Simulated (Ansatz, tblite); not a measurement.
Isomers of Ge₂Te₃ (singlet), found by a short tight-binding search and relaxed with B3LYP-D4/def2-SVP in Ansatz.

In the def2 sets Te takes a core potential, while STO-3G treats all electrons; there is no spin–orbit coupling. The xTB rows come from tblite. Correlated methods freeze 30 core orbitals; core or outer-core shells of Ge, Te are correlated, in sets that lack core-valence functions.

B: At CCSD(T)/def2-SVP T1 of the charge 0 singlet is large (up to 0.021), so the single-reference result is doubtful.

Other spin states weren't relaxed.

A:

Cartesian coordinates in Å:
```
Ge -1.712 -0.254 -0.203
Ge 1.785 -0.468 0.845
Te -0.016 1.711 0.913
Te -0.170 1.322 -1.831
Te 0.113 -2.312 0.275
```

B:

```xyz
5

Ge   -1.108   -0.037    2.009
Ge    1.991    0.472   -1.038
Te   -2.094   -0.710   -0.256
Te   -0.129   -0.387   -2.188
Te    1.340    0.661    1.474
```

C:

Cartesian coordinates in Å:
```
Ge -0.6375 -1.3618 -0.8256
Ge 0.2344 1.6578 0.3733
Te -0.1322 -0.7324 1.9406
Te 1.9784 -0.6233 0.1310
Te -1.4431 1.0597 -1.6193
```

D:

```tsv
atom	x (Å)	y (Å)	z (Å)
Ge1	-0.775	2.042	-0.273
Ge2	0.363	-0.919	1.312
Te3	0.597	-2.080	-1.087
Te4	-1.698	-0.584	-0.627
Te5	1.513	1.541	0.674
```

Question: Estimate which lies lowest at each level, and how far above it the others are (kcal/mol).

Answer: 
| level | A | B | C | D |
| --- | --- | --- | --- | --- |
| GFN1-xTB | 20.0 | 0.0 | 12.9 | 13.7 |
| GFN2-xTB | 8.3 | 2.8 | 0.0 | 5.3 |
| HF/STO-3G | 23.2 | 0.0 | 19.8 | 19.8 |
| HF/def2-SVP | 12.1 | 0.0 | 8.3 | 10.1 |
| HF/def2-TZVP | 12.3 | 0.0 | 7.9 | 9.9 |
| PBE-D4/def2-SVP | 9.5 | 1.3 | 0.0 | 6.7 |
| PBE-D4/def2-TZVP | 9.8 | 1.8 | 0.0 | 6.8 |
| revPBE-D4/def2-TZVP | 9.5 | 2.4 | 0.0 | 6.8 |
| r2SCAN-D4/def2-TZVP | 10.3 | 0.0 | 0.7 | 6.8 |
| PBE0-D4/def2-SVP | 9.3 | 1.2 | 0.0 | 6.5 |
| PBE0-D4/def2-TZVP | 9.7 | 1.9 | 0.0 | 6.7 |
| BHLYP-D4/def2-TZVP | 9.7 | 0.0 | 2.8 | 7.2 |
| CAM-B3LYP-D4/def2-TZVP | 10.8 | 0.0 | 3.8 | 7.8 |
| MP2/def2-SVP | 10.3 | 2.1 | 0.0 | 6.3 |
| MP2/def2-TZVP | 12.2 | 5.8 | 0.0 | 8.2 |
| CCSD/def2-SVP | 9.7 | 0.0 | 3.2 | 7.2 |
| CCSD(T)/def2-SVP | 9.7 | 0.0 | 2.5 | 7.0 |
Point groups (tolerance 0.1 Å): A not assigned, B C2v, C C2v, D not assigned. A and D have the same bonds, so they are conformers or stereoisomers. Lower isomers may exist.
